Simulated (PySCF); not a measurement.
Simulated characterisation data

[PySCF 2.14.0 with density-fitted response routines: structure optimised with GFN2-xTB; PBE0/pcSseg-1 with gauge-including orbitals; one conformer; averaged over atoms made equivalent by symmetry, fast rotation or ring inversion; non-relativistic Hamiltonian; isolated molecule]

Referencing at the same level of theory: TMS for $^{1}$H (σ = 31.72 ppm), $^{13}$C (σ = 186.93 ppm). Splittings of carbon signals by F and P are missing where no couplings were computed. Where no couplings were computed, multiplicities follow the n + 1 count of equivalent neighbours, and m marks all less simple cases (inequivalent or close neighbours, rings, F or P nearby). Shifts are as computed. Against solution values, carbons near 30 ppm lie about +3 ppm off and those near 130 ppm about +5 ppm (rms about the fit 2.1 ppm; single classes can miss by 10 ppm). Of 1328 compounds with measured shifts, 309 miss one by over three times the rms of a fit or turn the order of signals round; such compounds aren't used in these exercises. Signals without a measured value on file couldn't be tested in this way; 1H shifts scatter by 0.2 ppm about their fit, and single ones miss by 0.5 ppm.

**1.** `InChI=1S/C4H5FO2/c1-4(6)7-3-2-5/h2-3H,1H3/b3-2-`. $^{1}$H NMR (500 MHz, computed): δ 7.34 (m, 1H), 6.50 (m, 1H), 2.23 (s, 3H). $^{13}$C{$^{1}$H} NMR (computed): δ 171.7 (C), 145.2 (CH), 126.4 (CH), 22.7 (CH3).

**2.** `CO[SiH](P)P`, CH8OP2Si. $^{1}$H NMR (500 MHz, computed): δ 5.71 (m, 1H), 3.84 (s, 3H), 1.25 (m, 4H). $^{13}$C{$^{1}$H} NMR (computed): δ 54.4.
